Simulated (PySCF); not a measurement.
# UHF on O (oxygen, neutral)

Configuration: [He] 2s1 2p5, high-spin 3P determinant (an excited configuration). Calculation: PySCF 2.14, in aug-cc-pwCVDZ; no relativity, point nucleus.

* Total energy: -74.174054 hartree
* One-electron energy: -102.3299 hartree
* Hartree (Coulomb) energy: 36.1942 hartree
* Exchange energy: -8.0383 hartree
* Kinetic energy: 74.13356 hartree
* ⟨S²⟩: 2.0398
* ⟨L²⟩: 2.004
* Sum of ⟨r⟩: 7.840 bohr
* Sum of ⟨r²⟩: 12.24 bohr²
* Traceless quadrupole moment −½Σ⟨3z² − r²⟩ along its main axis: 1.05 e·bohr²
* Density at the nucleus (Gaussians lack the cusp): 292 bohr⁻³
* Spin density at the nucleus: 8.05 bohr⁻³
* Langevin diamagnetic susceptibility: -9.69 ×10⁻⁶ cm³/mol

```
shell  electrons  mean orbital energy (hartree)  spread (hartree)  rms radius, mean of both spins (bohr)
 1s α          1                      -20.79711                 0                                  0.231
 1s β          1                      -20.66061                 0                                  0.231
 2s α          1                       -1.47939                 0                                   1.22
 2p α          3                       -0.72904           0.08836                                   1.46
 2p β          2                       -0.44700                 0                                   1.46
```

Spin-orbit constants ζ (cm⁻¹) from the X2C one-electron operator on these orbitals (non-relativistic here): bare nucleus, nucleus screened by l(l+1)(2l+1)/3 electrons, and screened by the Breit-Pauli mean field of the electrons.

```json
{"shell": "2p", "bare": "239.5", "screened nucleus": "179.6", "mean field": "152.3"}
```

To first order the Landé constant is A = -76.14 cm⁻¹, so the lowest level has J = 2 and lies 0.00944 eV below the centre of the term. This holds in LS coupling only.
